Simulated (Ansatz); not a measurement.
Geometry optimisation, Ansatz, RKS r2SCAN/6-31G.

Input:

```yaml
crystal:
  periodic: [false, false, false]
  atoms:
    - { symbol: B, position_ang: [-0.068, -2.3231, -0.6572] }
    - { symbol: Al, position_ang: [0.3134, -0.2809, -0.4098] }
    - { symbol: C, position_ang: [1.9754, 0.2662, 0.4749] }
    - { symbol: F, position_ang: [2.1404, 1.6534, 0.562] }
    - { symbol: O, position_ang: [-0.8819, 1.0062, -0.999] }
    - { symbol: C, position_ang: [-1.7846, 1.3243, 0.053] }
    - { symbol: H, position_ang: [-1.1003, -2.5974, -1.1847] }
    - { symbol: H, position_ang: [0.6826, -3.0829, -0.3] }
    - { symbol: H, position_ang: [2.0406, -0.1478, 1.5533] }
    - { symbol: H, position_ang: [2.8756, -0.1096, -0.0718] }
    - { symbol: H, position_ang: [-2.3926, 0.4135, 0.3576] }
    - { symbol: H, position_ang: [-2.4744, 2.0898, -0.2886] }
    - { symbol: H, position_ang: [-1.3058, 1.7535, 0.9251] }
basis:
  gaussian: { orbitals: "6-31G" }
hamiltonian:
  xc: r2scan
relax:
  f_tol: 0.015
  max_steps: 40
output:
  orbitals: {}
```

Command:

```bash
$ ansatz run input.yaml --threads 1 --pin off --max-ram 2048MiB --backend cpu --events-out ev --progress --plain --runs-dir out
```

Task: Where does it end, and by what steps?

Result: It converged. The force dipped under the threshold on the way, but the program's further checks kept it going. Limits of this set-up: no polarisation functions. After 34 steps the energy has fallen by 1.004 eV; H7 moved furthest, 1.65 Å.

| step | energy less start (eV) | largest force component (eV/Å) | accepted |
| --- | --- | --- | --- |
| 0 | 0.0000 | 1.990 | yes |
| 2 | -0.5140 | 0.914 | yes |
| 4 | -0.6820 | 1.154 | yes |
| 6 | -0.8669 | 0.719 | yes |
| 8 | -0.9581 | 0.114 | yes |
| 10 | -0.9680 | 0.387 | no |
| 12 | -0.9821 | 0.134 | yes |
| 14 | -0.9868 | 0.077 | yes |
| 16 | -0.9934 | 0.157 | yes |
| 18 | -0.9678 | 0.484 | no |
| 20 | -0.9998 | 0.147 | yes |
| 22 | -1.0017 | 0.029 | yes |
| 24 | -1.0024 | 0.062 | yes |
| 26 | -1.0030 | 0.036 | yes |
| 28 | -1.0035 | 0.064 | yes |
| 30 | -1.0039 | 0.048 | yes |
| 32 | -1.0042 | 0.032 | yes |
| 34 | -1.0044 | 0.010 | yes |

```xyz
13
Properties=species:S:1:pos:R:3
B 0.081 -2.653 -0.967
Al 0.188 -0.668 -0.197
C 1.827 0.326 0.434
F 1.536 1.744 0.140
O -1.288 0.225 -0.067
C -1.714 1.536 0.336
H 0.221 -2.902 -2.134
H -0.096 -3.606 -0.258
H 2.019 0.266 1.515
H 2.762 0.082 -0.089
H -2.452 1.438 1.141
H -2.193 2.032 -0.517
H -0.870 2.146 0.679
```

Whether the end is a true minimum wasn't checked by a vibrational analysis.

Time of the run: 4.4 min on 1 thread of Arm Neoverse V2, with other jobs on the host, peak memory 0.23 GiB.
